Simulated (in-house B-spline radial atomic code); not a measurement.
How numerical settings move a run on the thulium ion Tm⁸⁺, [Kr] 4d10 4f11 5s2 5p2. Computed with a B-spline radial code for spherical atoms: Dirac-Kohn-Sham PBE0, spherical fractional occupations, Fermi nucleus of rms radius 5.2256 fm.

Command:
```bash
python run_scf.py task.json out
```
Settings of the sound reference run:
```
Z                69
electrons        61
configuration    [Kr] 4d10 4f11 5s2 5p2
hamiltonian      dirac
method           pbe0
spin_polarised   False
nucleus          fermi
rms_radius       5.2256
mass_number      169
atomic_mass      168.9342
speed_of_light   137.036
knot_spacing     0.22
spline_order     8
gauss_points     12
box_radius       6.9
max_iterations   70
damping          0.5
damped_steps     3
diis_vectors     10
tolerance        1e-08
start            Thomas-Fermi
```

Time taken, with all properties: 0.9 s on 1 thread of AMD EPYC 9R45 96-Core Processor, on a shared host.

It converges in 10 iterations to -13560.882391 hartree, with 4f7/2 at -132.362 eV. The other runs change the listed settings, some to values that make no sense; their results aren't properties of the atom or ion. Radii are in bohr (the nuclear one in fm), a minus after a letter asks for a j subshell, and «unchanged» means within 1e-8 hartree. The run stops when the residual is below 10 × tolerance × max(1, Z/10), or a noise floor if that is larger, and the energy moves by less than 1e-8 × √|E| hartree; so very loose and very tight tolerances often act alike.

| changed settings | outcome |
| --- | --- |
| spline_order = 10 | converged in 10 iterations, energy -3.00e-06 hartree from the reference, 4f7/2 level -3.9e-06 eV |
| method = hf, speed_of_light = 51.7585 | stopped with error: Z/c is past the critical charge |
| knot_spacing = 1.4, gauss_points = 6, max_iterations = 8, diis_vectors = 0 | not converged after 8 iterations, last residual 8.4e-03, last energy +4.70e+02 hartree from the reference |
| first_knot = 1.45e-05, max_iterations = 100, diis_vectors = 1 | not converged after 100 iterations, last residual 2.3e+00, last energy +1.16e+02 hartree from the reference |
| spline_order = 4 | converged in 10 iterations, energy +9.51e-03 hartree from the reference, 4f7/2 level -2.4e-03 eV |
| spline_order = 10, max_iterations = 50, damping = 0.8 | converged in 11 iterations, energy -3.00e-06 hartree from the reference, 4f7/2 level +1.5e-05 eV |
| spline_order = 7 | converged in 10 iterations, energy -2.50e-06 hartree from the reference, 4f7/2 level -9.4e-06 eV |
| electrons = 62, configuration = [Kr] 4d10 4f11 5s2 5p2 1f1, max_iterations = 50 | stopped with error: there is no 1f shell |
| damping = 0.2 | converged in 11 iterations, energy unchanged, 4f7/2 level +1.7e-05 eV |
| damping = 0.95 | converged in 12 iterations, energy unchanged, 4f7/2 level -8.0e-06 eV |
| knot_spacing = 1, box_radius = 0.41, max_iterations = 50, damped_steps = 30, diis_vectors = 2 | converged in 19 iterations, energy +3.58e+03 hartree from the reference, 4f7/2 level +2.6e+03 eV (the program warns: 4f7/2 has a positive eigenvalue: unbound, held by the box; 3d3/2 has a positive eigenvalue: unbound, held by the box) |
| electrons = 62, configuration = [Kr] 4d10 4f11 5s2 5p2 6s-1, max_iterations = 50 | stopped with error: j subshells need the Dirac Hamiltonian and l > 0 |

Task: What happens with spline_order = 5?

Result: Converged in 10 iterations, energy +3.36e-04 hartree from the reference, 4f7/2 level -1.1e-04 eV.

Task: What happens with spline_order = 3?

Result: Converged in 10 iterations, energy +4.78e-01 hartree from the reference, 4f7/2 level -8.2e-02 eV.

Task: What happens with spline_order = 6?

Result: Converged in 10 iterations, energy +1.93e-05 hartree from the reference, 4f7/2 level -3.8e-06 eV.

Task: What happens with max_iterations = 8, damped_steps = 0, start = bare nucleus?

Result: Not converged after 8 iterations, last residual 3.1e-04, last energy +1.71e-06 hartree from the reference.
